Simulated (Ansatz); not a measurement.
**Group exchange: C3H8OSi + C2H6SSi → C3H10OSi2 + C2H4S**

Species: C3H8OSi `C=C[SiH](C)O`, singlet; C2H6SSi `C=CS[SiH3]`, singlet; C3H10OSi2 `C=C[SiH](C)O[SiH3]`, singlet; C2H4S `C=CS`, singlet. The partners trade H for SiH3: O–H and S–SiH3 bonds give way to O–SiH3 and S–H.

Shapes, held fixed at every level: PBE0-D4/def2-TZVP. Flexible molecules stand in one conformer, not always the lowest. Programs: Ansatz 0.2.0. Electronic energies: no zero-point or thermal term.

```
               level                    kind  ΔE (kJ/mol)  less CCSD(T)/CBS estimate
       HF/def2-TZVPP            Hartree–Fock        -72.5                      -19.3
  PBE0-D4/def2-TZVPP           global hybrid        -44.1                       +9.1
  wB97M-V/def2-TZVPP  range-separated hybrid        -53.1                       +0.1
  wB97X-V/def2-TZVPP  range-separated hybrid        -53.8                       -0.6
   B2PLYP/def2-TZVPP           double hybrid        -55.9                       -2.7
  CCSD(T)/def2-TZVPP   coupled cluster or CI        -54.7                       -1.5
     CCSD/def2-TZVPP   coupled cluster or CI        -58.4                       -5.2
CCSD(T)/CBS estimate   coupled cluster or CI        -53.2                        0.0
```

The highest level, CCSD(T)/CBS estimate, gives ΔE = -53.2 kJ/mol; the levels span -72.5 to -44.1. The column of differences is taken from that level and isn't an error. No measured value is set beside it here. The CBS estimate extrapolates MP2 from def2-TZVPP and def2-QZVPP and adds CCSD(T) − MP2 in the triple-zeta set, cores frozen.
